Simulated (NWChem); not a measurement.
System: CuH$_{4}$O$_{2}$F$_{2}$, doublet; SMILES [OH2]->[Cu](<-[OH2])([F])[F]

No frequency run checked for a minimum. This spin state was assumed; another may lie lower.

Task: Give the equilibrium geometry at B3LYP/6-31G* (spherical d), spin-unrestricted (NWChem) as an XYZ file, with the point group.

Result: point group C1; any orientation.
```
9

Cu    -0.3472    -0.0954    -0.0189
F     -0.5518     1.5243    -0.7578
F      0.0388    -1.7139     0.6492
O     -1.0260    -1.3252    -1.4923
H     -0.6536    -2.0474    -0.9219
H     -0.5591    -1.3322    -2.3435
O     -0.6304     1.0748     1.6300
H     -1.4563     0.9124     2.1133
H     -0.7980     1.7888     0.9617
```
